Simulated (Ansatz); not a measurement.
`F[SiH][SiH2]F` radical. The species carries charge 0 and has multiplicity 2.

```xyz
7

F     0.7637    0.1939   -2.2742
Si    1.0433    0.6027   -0.7416
Si   -0.4808   -0.5367    0.6426
F     0.0389   -0.3475    2.1489
H     0.9793    2.0921   -0.6699
H    -1.8744   -0.0214    0.5843
H    -0.4700   -1.9831    0.3099
```

Task: Give the diagnostics of a CCSD(T)/def2-TZVPP run (frozen core, the Gaussian-basis code of Ansatz). (Best estimate.)

Result: Ansatz gave: T1 = 0.0145, largest single amplitude 0.030, largest double 0.017, (T) share of the correlation energy 2.9 %, 12 CCSD cycles. ⟨S²⟩ of the UHF reference is 0.760 against 0.75 for a pure state. T1 lies under the customary mark of 0.045 for open shells.
